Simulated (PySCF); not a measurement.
Compound: C4H10N2OSi2.
Geometry (PBE0-D3(BJ)/def2-SVP, Å), atoms numbered from 1 in this order:
```xyz
19
C4H10N2OSi2 angstrom
C      3.256   -1.092   -0.346
C      1.862   -0.574   -0.310
C      0.694   -1.221    0.191
C     -0.294   -0.295   -0.028
N     -1.645   -0.252    0.207
Si    -2.524    1.225   -0.269
Si    -2.385   -1.660    0.982
O      0.237    0.791   -0.599
N      1.593    0.619   -0.779
H      3.613   -1.326    0.668
H      3.920   -0.340   -0.791
H      3.316   -2.015   -0.943
H      0.612   -2.209    0.635
H     -2.415    1.457   -1.735
H     -2.017    2.409    0.478
H     -3.941    0.958    0.102
H     -1.773   -1.884    2.325
H     -3.838   -1.375    1.107
H     -2.154   -2.876    0.147
```

Computed with PySCF at PBE0/pcSseg-1, non-relativistic, on one gas-phase PBE0-D3(BJ)/def2-SVP geometry that isn't relaxed in the solvent. The solvent is an IEF-PCM continuum (van der Waals radii × 1.2). Only the electrostatic response of the medium enters.

Gas phase at PBE0/pcSseg-1: HOMO -6.55 eV, LUMO -0.12 eV, dipole 3.05 D.

Task: What does the continuum do to the energy, the frontier levels and the dipole at PBE0/pcSseg-1 in cyclohexane?

Result: 
```
    solvent      ε  E(solvent) − E(gas) (kcal/mol)  polarisation term (kcal/mol)  distortion of the solute (kcal/mol)  HOMO (eV)  LUMO (eV)  dipole (D)
cyclohexane  2.017                           -2.02                         -2.19                                 0.17      -6.57      -0.01        3.48
```

The polarisation term is half the interaction of the solute with the surface charges that it induces; the rest is the cost of distorting the solute's density. The sum is the electrostatic part of solvation alone.

Task: Which radius a makes the point-dipole formula ΔE = −[(ε − 1)/(2ε + 1)]·μ²/a³ give the value in cyclohexane, with the gas-phase dipole?

Result: μ = 1.200 au and |ΔE| = 0.00322 Eh give a = 2.37 Å; the farthest nucleus lies 4.21 Å from the centroid of the nuclei, so such a sphere wouldn't even hold the nuclei. The formula assumes a rigid point dipole at the centre of a sphere.

Task: Give the dipole vector in the frame of the coordinates (D, pointing from negative to positive charge), gas and cyclohexane.

Result: Gas (-1.37, -2.39, 1.31), solvent (-1.56, -2.73, 1.49). Its length changes by +14 % and its direction by less than 1°.

Task: Which Hirshfeld charges (PBE0/pcSseg-1) respond most in cyclohexane (means over atoms taken as equivalent)?

Result: 
```csv
atoms,environment,gas (e),solvent (e),change
N9,pyridine-type nitrogen,-0.137,-0.154,-0.017
O8,ring oxygen,-0.035,-0.040,-0.005
H13,aromatic hydrogen,+0.052,+0.056,+0.004
H10/H11/H12,methyl hydrogen,+0.052,+0.054,+0.002
Si6/Si7,SiH3 silicon,+0.355,+0.357,+0.002
C3,aromatic CH carbon,-0.131,-0.130,+0.001
N5,nitrogen bridging silicon atoms,-0.235,-0.234,+0.001
H14 (×6),Si–H hydrogen,-0.071,-0.070,+0.001
```
